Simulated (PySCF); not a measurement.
C4H10OSi.
Atom-mapped SMILES: `[CH3:1][CH2:2][O:3][SiH:4]1[CH2:5][CH2:6]1` (hydrogens: H7, H8, H9 on C1; H10, H11 on C2; H12 on Si4; H13, H14 on C5; H15, H16 on C6)

Computed, not measured: PySCF 2.14.0, PBE0-D3(BJ)/def2-SVP geometry optimisation, gas phase.

Question: What internal coordinates does the optimisation give?

Answer: 
| bond | length (Å) | order |
| --- | --- | --- |
| C1–C2 | 1.512 | single |
| C2–O3 | 1.409 | single |
| O3–Si4 | 1.656 | single |
| Si4–C5, Si4–C6 | 1.843 | single |
| C5–C6 | 1.567 | single |
| C1–H7, C1–H8, C1–H9 | 1.100 | single |
| C2–H10, C2–H11 | 1.106 | single |
| Si4–H12 | 1.477 | single |
| C5–H13, C6–H15 | 1.097 | single |
| C5–H14, C6–H16 | 1.096 | single |

Bonds in one row agree within 0.01 Å and their mean is given. Orders are formal, as drawn. A selection of angles:
| angle | degrees |
| --- | --- |
| C2–C1–H7 | 110.7 |
| C2–C1–H8 | 110.3 |
| H7–C1–H8 | 108.1 |
| C1–C2–O3 | 110.2 |
| C1–C2–H10 | 110.3 |
| O3–C2–H10 | 108.6 |
| O3–C2–H11 | 111.3 |
| H10–C2–H11 | 106.6 |
| C2–O3–Si4 | 126.7 |
| O3–Si4–C5 | 122.8 |
| O3–Si4–H12 | 107.6 |
| C5–Si4–C6 | 50.3 |
| C5–Si4–H12 | 121.8 |
| Si4–C5–C6 | 64.8 |
| Si4–C5–H13 | 120.6 |
| Si4–C5–H14 | 120.4 |
| C6–C5–H13 | 115.4 |
| C6–C5–H14 | 116.5 |
| H13–C5–H14 | 111.3 |
| Si4–C6–H15 | 120.0 |
| Si4–C6–H16 | 120.9 |

Torsions: C1–C2–O3–Si4 -130° (anticlinal); C2–O3–Si4–C5 25° (synperiplanar); O3–Si4–C5–C6 -108° (anticlinal); O3–Si4–C6–C5 107° (anticlinal). The mirror-image conformer, all signs reversed, is as good.

Of the pairs four or more bonds apart, C5···H11 is among the closest relative to their van der Waals radii: 3.04 Å, 105 % of the sum of Bondi's values. The 3-membered ring Si4–C5–C6 has internal angles of 50.3° to 64.8°. Si4 (oxygen-bound silicon) has angles from 50.3° to 123.1°. The 2 C–C bonds span 1.512 Å (C1–C2, drawn single) to 1.567 Å (C5–C6, drawn single), a spread of 0.055 Å. O3 (silyl ether oxygen) is bent (angle 126.7°).

Point group: C1 (no symmetry element, even within 0.4 Å). Whether it is a minimum is left open (no frequencies). One conformer, not necessarily the lowest.

Hardware: an x86-64 server with one thread (shared host). Cost: 76 s wall. That covers the optimisation of the geometry.
